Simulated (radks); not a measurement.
Q: The mean radii <r> (bohr) of the occupied orbitals of an atom or ion are listed with their occupations. All-electron calculation, scalar-relativistic Kohn-Sham, PBEsol, spin-polarised, spherical densities, point nucleus. Program: a radial shooting solver on a logarithmic mesh with Libxc functionals.

orbital  occ.     <r>
1s up       1  0.5840
1s down     1  0.5840
2s up       1   3.814

Name the element and its charge. Open shells, if any, are filled with parallel spins first.

A: Z = 3, lithium, charge 0: Li in [He] 2s1. The 1s radius gives Z: for a bare nucleus <r> = (2 gamma + 1)/(2Z) with gamma = sqrt(1 - (Z/c)^2), 0.4999 bohr for Z = 3, and screening makes it slightly larger (0.5840 here). The occupations add up to 3, and the charge is Z minus that.
